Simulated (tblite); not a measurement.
Compound: C₄H₁₀OSi.
Numbering: `[CH3:1][O:2][SiH:3]1[CH2:4][CH2:5][CH2:6]1` (hydrogens: H7, H8, H9 on C1; H10 on Si3; H11, H12 on C4; H13, H14 on C5; H15, H16 on C6)

Geometry (GFN2-xTB, Å), atoms numbered from 1 in this order:
```
atom  x, y, z in Å
C1     2.7551    0.3506   -0.7077
O2     1.6251   -0.3389   -0.2672
Si3    0.0694   -0.0890   -0.6458
C4    -1.0576   -1.3348    0.2333
C5    -1.9720   -0.1874    0.7006
C6    -1.0492    1.0191    0.4366
H7     2.7699    0.4122   -1.7979
H8     2.7739    1.3637   -0.2997
H9     3.6356   -0.1932   -0.3644
H10   -0.1113    0.1102   -2.0874
H11   -1.5663   -2.0834   -0.3665
H12   -0.5891   -1.8456    1.0709
H13   -2.8590   -0.1308    0.0716
H14   -2.2954   -0.2766    1.7368
H15   -0.5763    1.3613    1.3562
H16   -1.5605    1.8716   -0.0037
```

Computed values, GFN2-xTB/tblite, gas phase, harmonic and unscaled. The method is semi-empirical: single wavenumbers can be off by several per cent or more. Modes of hydrogen on silicon can be 10 to 20 % off. One conformer, not necessarily the lowest.

Harmonic wavenumbers (cm⁻¹): 70.6, 88.2, 105.1, 150.5, 210.4, 258.6, 473.3, 566.1, 675.4, 696.5, 712.6, 731.8, 757.7, 865.0, 885.0, 993.7, 1000.0, 1051.5, 1129.5, 1134.3, 1156.2, 1163.4, 1191.9, 1215.7, 1229.3, 1290.6, 1413.3, 1472.4, 1474.3, 1479.5, 1485.9, 1503.9, 2225.8, 2952.6, 2964.8, 2980.1, 2992.4, 2995.7, 3002.6, 3013.4, 3017.0, 3029.2.

A = 7101, B = 1718, C = 1554 MHz; mass 102.050 u (most abundant isotopes); point group C1, symmetry number 1.

Problem. What is the zero-point energy?

Solution. ½Σν̃ = 28903 cm⁻¹ = 345.75 kJ/mol.

Problem. Entropy at 400 K, 1 bar (ideal gas, RRHO, classical rotation)?

Solution. Translation 172.65, rotation 117.60, vibration 121.16: S = 411.4 J/(mol K).

Problem. And Cp and H(400 K) − H(0)?

Solution. Cp = 160.68 J/(mol K), of which vibrations give 127.42 (their classical limit is 42 R = 349.2); H(400 K) − H(0) = 38.44 kJ/mol without the zero-point energy, 25.14 from vibrations.

Problem. How do the functions run with temperature in this model?

Solution. 
| T (K) | S (J/(mol K)) | Cp (J/(mol K)) | H − H(0) (kJ/mol) | G − H(0) (kJ/mol) | ln q(vib) |
| --- | --- | --- | --- | --- | --- |
| 100 | 271.3 | 68.5 | 5.02 | -22.11 | 1.23 |
| 200 | 326.2 | 93.7 | 13.09 | -52.16 | 3.23 |
| 300 | 370.3 | 126.6 | 24.06 | -87.02 | 5.13 |
| 500 | 450.6 | 190.7 | 56.05 | -169.24 | 8.91 |
| 800 | 555.3 | 254.5 | 123.65 | -320.60 | 14.52 |
| 1000 | 615.3 | 282.6 | 177.50 | -437.77 | 18.08 |

q(vib) and H(0) count from the zero-point level.

Problem. Blend soft modes into free rotors: weight 1/[1 + (100 cm⁻¹/ν̃)⁴] for the oscillator and the rest for a rotor with moment μB/(μ + B), μ = h/(8π²ν), B = 10⁻⁴⁴ kg m². What vibrational entropy results?

Solution. 112.50 J/(mol K) in place of 121.16, which changes −T·S at 400 K by +3.46 kJ/mol.

Hindered rotation and anharmonicity are outside this model. Other conformers, if any are populated, would add a mixing term that is left out. The structure is chiral; the term R ln 2 for an equal mix with its mirror image is left out.
